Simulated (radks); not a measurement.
Valence configurations of O I (all share [He]). Method: non-relativistic Kohn-Sham, r2SCAN, spin-polarised, spherical densities, point nucleus; open shells are filled with parallel spins first; meta-GGA in the generalised Kohn-Sham scheme; computed with a radial shooting solver on a logarithmic mesh with Libxc functionals. Order these by energy: 2p6; 2s0.5 2p5.5; 2s2 2p4; 2s1 2p5; 2s1.5 2p4.5.

Answer. From the lowest, in eV above it: 2s2 2p4 0.000; 2s1.5 2p4.5 7.916; 2s1 2p5 15.686; 2s0.5 2p5.5 25.407; 2p6 33.959. NIST lists [He] 2s2 2p4 as the ground configuration; this level of theory agrees among the configurations tried. The energies are those of spherical high-spin densities, not of single terms.
